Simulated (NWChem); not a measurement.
Species: CH$_{2}$BNO$_{3}$; SMILES O=C=NB(O)O

```xyz
8

B      0.0746    -1.0225     0.0000
N     -0.0571     0.4173     0.0000
C     -0.1681     1.6064     0.0000
O     -0.2764     2.7700     0.0000
O      1.2931    -1.6120     0.0000
H      2.0133    -0.9763     0.0000
O     -1.0168    -1.8233     0.0000
H     -1.8404    -1.3291     0.0000
```
Atoms are numbered in this order, from 1.

Computed with NWChem. Pople sets run with spherical d functions. Coordinates come from a PBE0/def2-SVP optimisation. Level: PBE0/6-31+G*; rows give the wavelength of the field.

For field 589 nm:

```yaml
isotropic polarisability (bohr³): 40.5
anisotropy (bohr³): 35.9
```

How do the values read with field static instead?


* **isotropic polarisability (bohr³)**: 39.5
* **anisotropy (bohr³)**: 34.4
